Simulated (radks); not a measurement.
Values are calculated unless marked as measured or tabulated.
Q: Ionisation ladder of gallium, from Ga XXIII to Ga XXXI. Each ion is in the ground configuration listed by NIST, and IE = E(next ion) - E(this ion), with E = 0 for the bare nucleus. Code: a radial shooting solver on a logarithmic mesh with Libxc functionals. Model: scalar-relativistic Kohn-Sham, PBE, spin-unpolarised, spherical densities, point nucleus.

| species | configuration | IE, Delta-SCF (eV) | -e(HOMO) (eV) | HOMO | <r> HOMO (bohr) |
|---|---|---|---|---|---|
| Ga XXIII | [He] 2s2 2p5 | ? | 2082.8 | 2p | 0.184 |
| Ga XXIV | [He] 2s2 2p4 | 2270.5 | 2207.5 | 2p | 0.181 |
| Ga XXV | [He] 2s2 2p3 | 2398.5 | 2334.5 | 2p | 0.178 |
| Ga XXVI | [He] 2s2 2p2 | ? | 2463.5 | 2p | 0.176 |
| Ga XXVII | [He] 2s2 2p1 | 2659.7 | 2594.1 | 2p | 0.173 |
| Ga XXVIII | [He] 2s2 | ? | 2819.3 | 2s | 0.200 |
| Ga XXIX | [He] 2s1 | 2981.3 | 2928.8 | 2s | 0.198 |
| Ga XXX | [He] | 12753.1 | 12516.1 | 1s | 0.0482 |
| Ga XXXI | 1s1 | ? | 12986.9 | 1s | 0.0477 |

Estimate the withheld Delta-SCF values.

A: Ga XXIII: 2144.6 eV (NIST 2129); Ga XXVI: 2528.4 eV (NIST 2544); Ga XXVIII: 2874.2 eV (NIST 2868); Ga XXXI: 13197.5 eV (NIST 13239.5).

Beside tabulated values, note that spin-unpolarised runs miss the spin-polarisation part of the exchange energy of open shells.
